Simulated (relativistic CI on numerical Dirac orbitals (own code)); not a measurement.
**Sensitivity of the levels of K6+ to α and to the nuclear radius**

These numbers are calculated, not measured: Dirac-Coulomb-Breit CI, separate exchange-only KLI orbitals for each configuration, derivatives by finite differences, unscaled Slater integrals, QED left out (own radial code, finite nucleus).

CI space (outside the closed core [Ne]): 3s2 3p, 3s 3p2, 3s2 3d, 3p3, 3s 3p 3d, 3p2 3d, 3s2 4s, 3p 3d2, 3d3, 3d2 4s. Double excitations out of closed p, d and f shells are left out; levels of such configurations are missing from the list, as are those of other unlisted configurations, and high levels can miss mixing partners.

With x = (α/α₀)² − 1 an excitation energy changes as ω = ω₀ + qx; K = 2q/ω₀ is the relative enhancement. Terms are leading LS components, so labels can repeat. The field-shift factor is F = δν/δ⟨r²⟩ for the transition from the lowest level.

Lowest level 3s2 3p 2P°_1/2.

| Level | ω₀ (cm⁻¹) | q (cm⁻¹) | F (GHz/fm²) |
| --- | --- | --- | --- |
| 3s2 3p 2P°_3/2 | 3079 | 3108 | -0.000493 |
| 3s 3p2 4P_1/2 | 114650 | 3557 | -2.61 |
| 3s 3p2 4P_3/2 | 115767 | 4735 | -2.61 |
| 3s 3p2 4P_5/2 | 117488 | 6429 | -2.61 |
| 3s 3p2 2D_3/2 | 153541 | 5113 | -2.2 |
| 3s 3p2 2D_5/2 | 153719 | 5367 | -2.2 |
| 3s 3p2 2S_1/2 | 208403 | 4285 | -2.62 |
| 3s 3p2 2P_1/2 | 212846 | 5977 | -2.76 |
| 3s 3p2 2P_3/2 | 214200 | 6672 | -2.79 |
| 3s2 3d 2D_3/2 | 260629 | 3671 | -0.173 |
| 3s2 3d 2D_5/2 | 260695 | 3732 | -0.17 |
| 3p3 2D°_3/2 | 296774 | 8018 | -4.36 |
| 3p3 2D°_5/2 | 297073 | 8424 | -4.37 |

At this charge configurations can still be misplaced by up to about 7 % of their energy.

(1) Which transition from the lowest level has the largest |K|?

Results:

(1) 3s2 3p 2P°_3/2 at 3079 cm⁻¹, K = 2.02.
